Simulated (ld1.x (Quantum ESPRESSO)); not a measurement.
## Logarithmic derivatives: Si (Z = 14), ultrasoft

* Element: Si (Z = 14)
* Generator: ld1.x (Quantum ESPRESSO) 7.5
* Type: ultrasoft
* Functional: PBE
* Relativity: scalar-relativistic
* Frozen core: [Ne]
* Valence charge: 4
* Reference configuration: 3s2 3p2
* Partial waves: 3s (bound): rcut 1.15, rcutus 1.45 bohr; 3s channel at -0.3 Ry: rcut 1.15, rcutus 1.45 bohr; 3p (bound): rcut 2.05, rcutus 2.25 bohr; 3p channel at 1.15 Ry: rcut 2.05, rcutus 2.25 bohr; 3d channel at -0.2 Ry: rc 2.40 bohr
* Local potential: the d channel
* Core correction: Bessel-smoothed model core inside 1.30 bohr
* Augmentation charge: built from norm-conserving waves at rcut, not smoothed further

The phase is arctan(r·u′/u) with u = r·R(r), unwrapped; energies in Ry, scanned from -3 to 5 Ry. A pole is an energy at which the radial function vanishes at the test radius. The pseudo phase is shifted by a multiple of π to meet the all-electron one at the reference energy, and phase errors are pseudo minus all-electron; the curves can meet again beyond the range given. Levels narrower than the energy grid can be missing from the lists of poles.

```
channel  radius (bohr)  reference energy (Ry)  poles, all-electron  poles, pseudo  unbroken range about the reference energy with phases within 0.05 rad  phase error 1 Ry above the reference energy (rad)
      s           2.60                  -0.79                 0.16           0.16                                                              below 2.9                                             -0.000
      p           2.60                  -0.30                 1.02           1.02                                                        the whole range                                             -0.000
      d           2.60                  -0.20                 2.03           2.13                                                              below 3.0                                             +0.019
```

Note: ghost state, extra bound levels that the all-electron valence spectrum of the same l lacks: s at -72.9 eV. A true bound ghost makes a file unfit for plane-wave use.

Phases in the d channel:

| E (Ry) | all-electron | pseudo |
| --- | --- | --- |
| -3.00 | 1.352 | 1.353 |
| -2.76 | 1.343 | 1.344 |
| -2.52 | 1.333 | 1.333 |
| -2.28 | 1.322 | 1.322 |
| -2.04 | 1.308 | 1.309 |
| -1.80 | 1.293 | 1.293 |
| -1.56 | 1.274 | 1.274 |
| -1.32 | 1.251 | 1.252 |
| -1.08 | 1.223 | 1.223 |
| -0.84 | 1.186 | 1.186 |
| -0.60 | 1.136 | 1.136 |
| -0.36 | 1.065 | 1.065 |
| -0.12 | 0.953 | 0.953 |
| 0.12 | 0.762 | 0.762 |
| 0.36 | 0.393 | 0.398 |
| 0.60 | -0.243 | -0.229 |
| 0.84 | -0.836 | -0.817 |
| 1.08 | -1.161 | -1.144 |
| 1.32 | -1.336 | -1.320 |
| 1.56 | -1.442 | -1.426 |
| 1.80 | -1.516 | -1.499 |
| 2.04 | -1.573 | -1.553 |
| 2.28 | -1.621 | -1.597 |
| 2.52 | -1.665 | -1.637 |
| 2.76 | -1.710 | -1.673 |
| 3.00 | -1.759 | -1.710 |
| 3.24 | -1.818 | -1.750 |
| 3.48 | -1.896 | -1.796 |
| 3.72 | -2.012 | -1.853 |
| 3.96 | -2.211 | -1.928 |
| 4.20 | -2.599 | -2.038 |
| 4.44 | -3.279 | -2.216 |
| 4.68 | -3.878 | -2.534 |
| 4.92 | -4.188 | -3.080 |
